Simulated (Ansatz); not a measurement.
`N#[C][GeH2][C]#N` + H₂O → `N#CO` + `N#[C][GeH3]` at 500 K and 1 bar (formal hydrolysis of a C–Ge bond).

Program: Ansatz. Geometries: PBE0-D4/def2-TZVP. ΔE: electronic, gas phase. CCSD(T)/CBS adds triple-zeta CCSD(T) − MP2 to the extrapolated MP2 energy (def2 sets, frozen cores). This one scheme is used for every species. For Ge outer-core shells are correlated without core-valence functions, which leaves a few kJ/mol of doubt a bond. Scalar relativity is left out up to krypton. One conformer a species, not always the lowest.

| species | CCSD(T)/CBS energy (Eh) | H − E (kJ/mol) | S (J/(mol·K)) |
| --- | --- | --- | --- |
| `N#[C][GeH2][C]#N` | -2262.78307 | 125.2 | 382.5 |
| H₂O | -76.37941 | 73.2 | 206.3 |
| `N#CO` | -168.48100 | 78.6 | 266.9 |
| `N#[C][GeH3]` | -2170.64236 | 112.5 | 317.6 |

H − E and S are ideal-gas, rigid-rotor, harmonic terms from PBE0-D4/def2-TZVP, for one conformer and one mirror image of each species. 1 Eh = 2625.50 kJ/mol, R = 8.31446 J/(mol·K).

By hand: ΔE, ΔH, ΔS and ΔG.

ΔE = (-168.48100) + (-2170.64236) − (-2262.78307) − (-76.37941) = 0.03912 Eh = 102.7 kJ/mol. Δ(H − E) = 78.6 + 112.5 − 125.2 − 73.2 = -7.3, so ΔH = 95.4 kJ/mol. ΔS = 266.9 + 317.6 − 382.5 − 206.3 = -4.3 J/(mol·K). ΔG = 95.4 − 500 × (-4.3)/1000 = 97.6 kJ/mol.

By hand: the equilibrium constant, and the temperature at which ΔG would vanish if ΔH and ΔS stayed fixed.

log₁₀ K = −ΔG/(RT ln 10) = -10.2. ΔH and −TΔS have one sign here, so there is no such temperature. One of them is within its doubt of zero, so this could turn.

The number of gas molecules stays the same, so ΔS is small and ΔH decides. A doubt of 5 kJ/mol in ΔE shifts log₁₀ K by 0.5 here. Other conformers and mirror images would add mixing entropy, several J/(mol·K) or more a flexible species. These are equilibria of isolated gas molecules and say nothing of rates. Largest T1 diagnostic: 0.014 (customary marks: 0.02 for closed shells, 0.045 for open ones).
